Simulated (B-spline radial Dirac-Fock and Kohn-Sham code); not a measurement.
ΔSCF core binding energies without Breit or QED terms, calculated with a radial atomic solver.

A sound run for xenon as Xe⁺ in the configuration [Kr] 4d10 5s2 5p5: The ground state converged in 10 iterations, with total energy -7446.46949 Ha, virial ratio 1.94128 and highest orbital energy -20.98 eV. ΔSCF binding energies: K (1s) 34698.0 eV, L3 (2p3/2) 4807.0 eV, M5 (3d5/2) 687.7 eV.

A second run, with one unsound setting: The ground state had not converged after 90 iterations, with total energy -7446.46902 Ha, virial ratio 1.94116 and highest orbital energy -20.88 eV. ΔSCF binding energies: K (1s) 34698.1 eV, L3 (2p3/2) 4807.0 eV, M5 (3d5/2) 687.7 eV (not all states converged, so these are not final).

```
iter   energy (Ha)        error
   1    -7441.97318368  1.84e+00
   2    -7445.23287988  2.68e-01
   3    -7445.34229956  2.56e-01
   4    -7445.44200302  2.44e-01
   5    -7445.53285997  2.33e-01
   6    -7445.61566089  2.22e-01
   7    -7445.69112450  2.12e-01
   8    -7445.75990446  2.02e-01
   9    -7445.82259542  1.93e-01
  17    -7446.16068916  1.31e-01
  25    -7446.32192934  8.90e-02
  33    -7446.39883521  6.02e-02
  41    -7446.43553526  4.06e-02
  49    -7446.45307949  2.73e-02
  57    -7446.46149530  1.83e-02
  65    -7446.46555417  1.23e-02
  73    -7446.46752667  8.98e-03
  81    -7446.46849495  6.64e-03
  89    -7446.46897637  5.03e-03
  90    -7446.46901647  4.87e-03
```

Question: Which fault fits the second run best?
A. speed of light below Z
B. damping too heavy
C. overfilled shell
D. nuclear radius in wrong units

Answer: B. The input had damp = 0.97; ndamp = 100: damp is so close to 1 that the orbitals hardly move in each step.
